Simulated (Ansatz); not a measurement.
C₂H₆BFS (`FCCBS`) at its PBE0-D4/def2-TZVP geometry, where that method's forces vanish. Charge 0, multiplicity 1.

```xyz
11

F     0.4755    1.1048   -1.7101
C     0.8478   -0.1318   -1.2029
C     0.4255   -0.2352    0.2439
B    -1.1230   -0.1169    0.4471
S    -1.9138    0.7164    1.7983
H     0.3600   -0.8971   -1.8141
H     1.9318   -0.2164   -1.3225
H     0.9967    0.4714    0.8536
H     0.7038   -1.2408    0.5953
H    -1.8855   -0.6445   -0.3091
H    -0.8187    1.1900    2.4205
```

**Question.** What forces (eV/Å) does ωB97M-V/def2-TZVPP give on these atoms in Ansatz 0.2.0? (An estimate is asked.)

**Answer.** Computed: 
```
F1  -0.090  0.235 -0.073
C2   0.175 -0.321 -0.068
C3   0.066 -0.024  0.163
B4  -0.112 -0.061 -0.120
S5   0.060  0.060  0.094
H6   0.043  0.067  0.052
H7  -0.103  0.007  0.004
H8  -0.044 -0.043 -0.044
H9  -0.022  0.067 -0.021
H10  0.104  0.057  0.073
H11 -0.076 -0.043 -0.060
```
